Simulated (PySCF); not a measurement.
**[Hg(H2O)3]2+ at several levels of theory**

Computed with PySCF 2.14.0 (density fitting, no spin-orbit coupling) at the geometry relaxed with PBE0:

```xyz
10
[Hg(H2O)3]2+ (singlet)
Hg    0.0000    0.0000    0.0000
O     2.1838    0.0000    0.0000
H     2.7530   -0.6181    0.4928
H     2.7530    0.6181   -0.4928
O    -1.0919    1.8912    0.0000
H    -0.8412    2.6932    0.4928
H    -1.9118    2.0751   -0.4928
O    -1.0919   -1.8913    0.0000
H    -1.9118   -2.0751    0.4928
H    -0.8412   -2.6932   -0.4928
```

```tsv
level	basis	state	HOMO (eV)	gap (eV)	charge on Hg1 (e)	dipole about the centre of mass (D)	largest force component (eV/Å)
PBE0	Hg def2-SVP with ECP60, O def2-SVP, H def2-SVP	singlet	-19.89	6.52	1.17	0.00	0.00
PBE0	Hg def2-TZVP with ECP60, O def2-TZVP, H def2-TZVP	singlet	-20.00	6.57	1.37	0.00	0.23
```

Charges are Mulliken's, which hang on the basis. The relaxation used the grid (50, 194), these runs (75, 302) or, all-electron (x2c bases, spin-free X2C Hamiltonian), (99, 590).

Q: A further run in the first row's basis gives HOMO (eV) -18.07, gap (eV) 3.82, charge on Hg1 (e) 1.09, dipole about the centre of mass (D) 0.00, largest force component (eV/Å) 0.38. Which level was it?
A. B3LYP
B. TPSS

A: B. The others give HOMO -19.55 eV (B3LYP).

In the first row's basis the gap widens with exact exchange: 3.8 eV for TPSS (none); 5.9 to 6.5 eV for B3LYP, PBE0 (a fixed share).

A frequency check found unstable modes (2, the lowest at -49 cm⁻¹), so the relaxed geometry is probably a saddle point.
